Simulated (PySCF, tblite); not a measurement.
Species: C₂H₁₀FNSi₂.
Structure used (GFN2-xTB), in Å, numbered top down from 1:
```xyz
16
C2H10FNSi2 angstrom
C     -1.8028   -1.5257   -0.0076
N     -0.3935   -1.2071    0.0641
Si     0.2955    0.3236    0.4266
C     -0.7567    1.6700   -0.4020
F      0.1207    0.6618    2.0234
Si     2.5423    0.2701   -0.0435
H     -1.9780   -2.2794   -0.7782
H     -2.1893   -1.9041    0.9443
H     -2.3574   -0.6288   -0.2683
H      0.1620   -2.0330    0.2257
H     -0.9371    1.4512   -1.4496
H     -0.2580    2.6337   -0.3499
H     -1.7196    1.7803    0.0902
H      2.7999    0.2198   -1.4856
H      3.2317    1.4621    0.4577
H      3.2329   -0.8855    0.5413
```

Method: CAM-B3LYP/def2-SVPD in PySCF (dipole) on a GFN2-xTB geometry, gas phase.

Masses are those of the commonest isotopes; rigid-rotor values at the optimised geometry. The values belong to one conformer with, in the numbering `[CH3:1][NH:2][Si@@:3]([CH3:4])([F:5])[SiH3:6]`, C1–N2–Si3–C4 -38°.

Question: What are A, B and C (GHz)?

Answer: Ia = 182.65, Ib = 349.54, Ic = 389.51 u·Å²; 505379 MHz·u·Å²/I gives 2767, 1446 and 1297 MHz, that is A = 2.7669, B = 1.4458, C = 1.2975 GHz.

Question: Classify the top.

Answer: An asymmetric top. Ray's parameter κ = (2B − A − C)/(A − C) = -0.798; −1 is the prolate and +1 the oblate limit.

Question: What does the inertial defect say?

Answer: Not planar: Δ = Ic − Ia − Ib = -142.68 u·Å². For a rigid frame Δ = −2 Σ m c², so Σ m c² = 71.34 u·Å² lies off the ab plane: 13.72 from hydrogen and 57.62 from heavier atoms. The atom farthest from that plane is 2.29 Å away.

Question: Which types of transition are allowed, and where do some lines up to J = 4 fall?

Answer: The dipole components are |μa| = 0.98 D, |μb| = 1.23 D, |μc| = 1.20 D. Intensities carry the squares of the components, which stand as 0.64 : 1.00 : 0.96 (a : b : c). Some lines, for components of 0.1 D or more:

```
type  branch         J(Ka,Kc)    MHz  lower level (cm⁻¹)
   a       Q  2(1,1) ← 2(1,2)    445               0.314
   a       Q  3(1,2) ← 3(1,3)    890               0.581
   b       Q  1(1,0) ← 1(0,1)   1469               0.092
   a       Q  4(1,3) ← 4(1,4)   1480               0.936
   b       Q  3(2,1) ← 3(1,2)   3807               0.610
   b       Q  3(2,2) ← 3(1,3)   4638               0.581
   a       R  2(0,2) ← 1(0,1)   5475               0.092
   b       R  2(1,2) ← 1(0,1)   6659               0.092
   b       Q  4(3,1) ← 4(2,2)   6846               1.107
   b       Q  3(3,0) ← 3(2,1)   6925               0.737
   b       Q  4(3,2) ← 4(2,3)   7015               1.101
   a       R  3(2,2) ← 2(2,1)   8230               0.461
   b       R  2(2,0) ← 1(1,1)   9758               0.136
   a       R  4(2,3) ← 3(2,2)  10964               0.735
   a       R  4(2,2) ← 3(2,1)  11078               0.737
   c       R  4(2,2) ← 3(1,2)  14885               0.610
   c       R  4(2,3) ← 3(1,3)  15602               0.581
   c       R  4(3,2) ← 3(2,2)  17979               0.735
```

Its lowest GFN2-xTB frequency is 11 cm⁻¹, too small to tell a flat minimum from a shallow saddle. Constants of a rigid frame at the computed geometry: no zero-point averaging, no centrifugal distortion. A rigid rotor knows nothing of inversion at nitrogen or internal rotation, which can split or shift real lines. Quadrupole hyperfine structure (14N) is left out.

On one thread, Arm Neoverse N1 (aarch64), no GPU, on a shared host, this took 79 s and 0.95 GiB of memory at its peak. This is the CAM-B3LYP/def2-SVPD job that gave the dipole, with the excitations it also computed.
